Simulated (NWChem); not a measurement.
System meant: AlNH3Cl2, doublet

NWChem input:

```
start job
memory heap 200 mb stack 900 mb global 1100 mb
geometry units angstroms noautoz
  Al    -0.047308     0.710994    -0.096754
  Cl     0.716868    -0.554688    -1.667360
  Cl     0.512233     0.117782     1.900180
  N     -1.936654    -0.129916    -0.046620
  H     -1.968796    -0.867709    -0.755225
  H     -2.061851    -0.561444     0.872947
  H     -2.718494     0.505610    -0.210837
end
basis spherical
  Al library def2-svp
  Cl library def2-svp
  N library def2-svp
  H library def2-svp
end
dft
  odft
  mult 2
  xc b3lyp
  iterations 4
  mulliken
end
task dft energy
```

End of the output:

```
     --------------------------
     Expectation value of S2:
     --------------------------
      <S2> =      0.7508 (Exact =     0.7500)

 center of mass
 --------------
 x =   0.12808609 y =   0.02967658 z =   0.00000000

 moments of inertia (a.u.)
 ------------------
         897.337143694385          -0.000000410612           0.000000000000
          -0.000000410612        1169.526293402800           0.000000000000
           0.000000000000           0.000000000000         405.914091113659

     Multipole analysis of the density
     ---------------------------------

     L   x y z        total         alpha         beta         nuclear
     -   - - -        -----         -----         ----         -------
     0   0 0 0     -0.000000    -29.000000    -28.000000     57.000000

     1   1 0 0     -2.359242     -0.980440     -1.378802      0.000000
     1   0 1 0     -0.359142     -1.453065      1.093922     -0.000000
     1   0 0 1      0.000000      0.000000     -0.000000      0.000000

     2   2 0 0    -25.000536   -112.054517   -108.946978    196.000959
     2   1 1 0      1.899993     -1.027457     -2.328802      5.256251
     2   1 0 1     -0.000000     -0.000000     -0.000000      0.000000
     2   0 2 0    -33.215857    -39.335195    -29.229727     35.349065
     2   0 1 1      0.000000      0.000000     -0.000000      0.000000
     2   0 0 2    -38.445926   -224.252500   -220.433707    406.240281

 ------------------------------------------------------------------------
 dft energy failed                                                                                  0
 ------------------------------------------------------------------------
 ------------------------------------------------------------------------
  current input line :
    25: task dft energy
 ------------------------------------------------------------------------
 ------------------------------------------------------------------------
 This type of error is most commonly associated with calculations not reaching convergence criteria
 ------------------------------------------------------------------------
 For more information see the NWChem manual at https://nwchemgit.github.io

0:dft energy failed:Received an Error in Communication
```

### Question
Can this run be used? If not, why, and what is the fix?

### Answer
The run did not converge; its last values are not results. Cause: the SCF was allowed too few iterations. This input runs:
```
start job
memory heap 200 mb stack 900 mb global 1100 mb
geometry units angstroms noautoz
  Al    -0.047308     0.710994    -0.096754
  Cl     0.716868    -0.554688    -1.667360
  Cl     0.512233     0.117782     1.900180
  N     -1.936654    -0.129916    -0.046620
  H     -1.968796    -0.867709    -0.755225
  H     -2.061851    -0.561444     0.872947
  H     -2.718494     0.505610    -0.210837
end
basis spherical
  * library def2-svp
end
dft
  odft
  mult 2
  xc b3lyp
  iterations 150
  mulliken
end
task dft energy
```
It converges to -1219.16580 Ha (B3LYP/def2-SVP, spin-unrestricted).
